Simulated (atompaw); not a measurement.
**An all-electron radial function and its pseudo partner (Ag)**

Columns: radius, all-electron u(r) and pseudo u(r) of the 4p shell (level -56.69 eV) of silver in the configuration [Ar] 3d10 4s2 4p6 4d10 5s1 5p0; PBE, non-relativistic, PAW (atompaw) scheme, atompaw 4.2.0.5.

```tsv
r (bohr)	all-electron	pseudo
0.077	0.3954	0.0242
0.154	-0.0924	0.0946
0.231	-0.5467	0.2050
0.308	-0.5825	0.3454
0.385	-0.3189	0.5035
0.462	0.0603	0.6658
0.538	0.4262	0.8169
0.615	0.7281	0.9489
0.692	0.9421	1.0504
0.769	1.0713	1.1157
0.846	1.1290	1.1431
0.923	1.1319	1.1347
1.000	1.0960	1.0960
1.077	1.0348	1.0347
1.154	0.9587	0.9587
1.231	0.8757	0.8757
1.308	0.7909	0.7909
1.385	0.7082	0.7082
1.462	0.6297	0.6297
1.538	0.5577	0.5577
1.615	0.4908	0.4908
1.692	0.4304	0.4304
1.769	0.3762	0.3762
1.846	0.3281	0.3281
1.923	0.2854	0.2854
2.000	0.2478	0.2478
```

Q: How many radial nodes do the two functions have?

A: The all-electron 4p function has n − l − 1 = 2; the pseudo-wave has 0, since the states of the same l below it are removed with the core.

Q: At about which radius was the pseudo-wave matched?

A: 1.25 bohr. The columns agree to 0.0005 from 1.00 bohr on; several derivatives are matched, so the curves merge somewhat inside the radius.

Q: Where does each function peak?

A: Outermost all-electron maximum near 0.92 bohr, pseudo maximum near 0.85 bohr (to the table’s step).

Q: Is the pseudo-wave norm-conserving?

A: No, it belongs to a PAW set: the norm inside the radius is not constrained, and the difference is carried by the augmentation charge.
